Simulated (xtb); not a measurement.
Species: H₃InO, SMILES `[OH][InH2]` (charge 0, multiplicity 1).

Q: Give a relaxed geometry from xtb with GFN2-xTB.

A: This is not unique; one that fits is the end point of this relaxation, one of several conformers (outside a Z-matrix the atoms follow the SMILES, hydrogens last).
Cartesian coordinates (Å) in one orientation:
```xyz
5

O      1.284    -0.449     0.037
In    -0.587     0.000    -0.023
H      1.992     0.192     0.083
H     -1.114     1.620     0.000
H     -1.575    -1.362    -0.097
```
